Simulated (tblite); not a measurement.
C₄H₁₂B₂O₂Si.
SMILES with atom numbers: `[CH3:1][B:2]([CH3:3])[Si:4]1([B:5]([OH:6])[OH:7])[CH2:8][CH2:9]1` (hydrogens: H10, H11, H12 on C1; H13, H14, H15 on C3; H16 on O6; H17 on O7; H18, H19 on C8; H20, H21 on C9)

Computed with GFN2-xTB (tblite), gas phase: L-BFGS steps from a force-field or distance-geometry start until the largest atomic force falls under 0.01 eV/Å.

Step 36: E = -734.6287 eV
```
atom  x, y, z in Å  |  force x, y, z in eV/Å
C1     -1.6727    1.5716   -1.0977    0.011   0.074   0.001
B2     -1.2183    0.5106   -0.0182    0.036  -0.021  -0.040
C3     -2.3153   -0.0068    0.9823   -0.018   0.019   0.047
Si4     0.6091   -0.2072    0.0796    0.034  -0.011   0.012
B5      2.2785    0.8204    0.3431    0.011  -0.018  -0.015
O6      2.7973    0.8619    1.5881   -0.028  -0.009   0.066
O7      2.8956    1.5837   -0.6054    0.059   0.082  -0.022
C8      0.5811   -1.8539   -0.9108   -0.008  -0.072   0.046
C9      0.6556   -2.0365    0.6040   -0.019  -0.028  -0.018
H10    -1.1968    1.4663   -2.0702    0.042  -0.054  -0.001
H11    -2.7488    1.6100   -1.2577   -0.011  -0.044   0.011
H12    -1.3895    2.5598   -0.7358    0.043   0.093   0.030
H13    -3.0651    0.7470    1.2096   -0.097   0.019   0.023
H14    -2.8521   -0.8384    0.5256    0.004  -0.016  -0.030
H15    -1.9109   -0.3791    1.9186   -0.017  -0.043   0.060
H16     3.5798    1.4007    1.7455   -0.128  -0.065  -0.209
H17     2.5368    1.5607   -1.4897    0.029  -0.005  -0.008
H18    -0.3623   -2.1488   -1.3546    0.076   0.022   0.001
H19     1.4124   -2.2391   -1.4881    0.019   0.099   0.063
H20    -0.2052   -2.5012    1.0651    0.039  -0.030  -0.022
H21     1.5816   -2.4649    0.9666   -0.077   0.011   0.006
```

Step 37: E = -734.6330 eV
```
atom  x, y, z in Å  |  force x, y, z in eV/Å
C1     -1.6738    1.5743   -1.0943    0.028   0.083   0.003
B2     -1.2227    0.5091   -0.0193    0.079  -0.005   0.000
C3     -2.3210   -0.0042    0.9809   -0.024   0.012   0.053
Si4     0.6078   -0.2079    0.0848   -0.017  -0.041   0.043
B5      2.2772    0.8207    0.3439   -0.021  -0.026  -0.047
O6      2.7994    0.8638    1.5867   -0.037  -0.016   0.035
O7      2.8893    1.5819   -0.6110    0.067   0.056   0.016
C8      0.5903   -1.8490   -0.9092   -0.002  -0.124   0.047
C9      0.6548   -2.0436    0.6032   -0.020   0.055   0.042
H10    -1.1945    1.4706   -2.0647    0.016  -0.065  -0.034
H11    -2.7500    1.6165   -1.2502   -0.012  -0.049  -0.021
H12    -1.3879    2.5618   -0.7341    0.049   0.103   0.059
H13    -3.0738    0.7455    1.2095   -0.103   0.046  -0.002
H14    -2.8544   -0.8369    0.5231   -0.001  -0.034  -0.023
H15    -1.9188   -0.3722    1.9190    0.002  -0.074   0.075
H16     3.5855    1.3988    1.7317   -0.085  -0.030  -0.171
H17     2.5312    1.5472   -1.4950    0.021   0.003  -0.012
H18    -0.3465   -2.1484   -1.3613    0.041   0.020  -0.013
H19     1.4267   -2.2311   -1.4775    0.067   0.087   0.011
H20    -0.2082   -2.5129    1.0570    0.053  -0.012  -0.033
H21     1.5800   -2.4671    0.9764   -0.102   0.014  -0.030
```

Question: Estimate the geometry and energy of step 38. (The exact step hangs on the optimiser's Hessian estimate; all steps are aligned on step 37, rigid shifts and turns removed.)

Answer: E = -734.6377 eV, largest force 0.151 eV/Å
```
atom  x, y, z in Å  |  force x, y, z in eV/Å
C1     -1.6749    1.5795   -1.0900    0.048   0.080   0.011
B2     -1.2270    0.5074   -0.0203    0.081   0.020   0.053
C3     -2.3292   -0.0010    0.9801   -0.026   0.002   0.052
Si4     0.6058   -0.2096    0.0927   -0.071  -0.064   0.050
B5      2.2752    0.8203    0.3453   -0.027  -0.012  -0.071
O6      2.8021    0.8671    1.5865   -0.025  -0.005  -0.036
O7      2.8834    1.5784   -0.6183    0.001  -0.013  -0.010
C8      0.6035   -1.8460   -0.9063    0.007  -0.126   0.032
C9      0.6532   -2.0511    0.6031   -0.020   0.116   0.094
H10    -1.1934    1.4758   -2.0596   -0.017  -0.061  -0.042
H11    -2.7521    1.6248   -1.2416    0.017  -0.045  -0.045
H12    -1.3845    2.5658   -0.7287    0.042   0.083   0.064
H13    -3.0864    0.7458    1.2073   -0.076   0.041  -0.030
H14    -2.8584   -0.8364    0.5206    0.006  -0.027  -0.003
H15    -1.9295   -0.3648    1.9211    0.003  -0.086   0.061
H16     3.5943    1.3970    1.7120   -0.065  -0.010  -0.124
H17     2.5207    1.5285   -1.5020    0.061   0.022   0.078
H18    -0.3251   -2.1479   -1.3709    0.009   0.008  -0.027
H19     1.4483   -2.2197   -1.4649    0.102   0.068  -0.028
H20    -0.2114   -2.5277    1.0457    0.045   0.002  -0.030
H21     1.5761   -2.4691    0.9880   -0.095   0.007  -0.049
```

The energy changes by -0.0047 eV. The first-order estimate −F·Δx gives -0.0064 eV and the mean of the old and new forces, exact on a quadratic surface, -0.0047 eV. The step makes an angle of 76° with the force vector and moves no atom by more than 0.027 Å.

What follows is the cost of the whole relaxation. Hardware: one thread of an Arm Neoverse N1, shared host. Cost: 3.3 s.
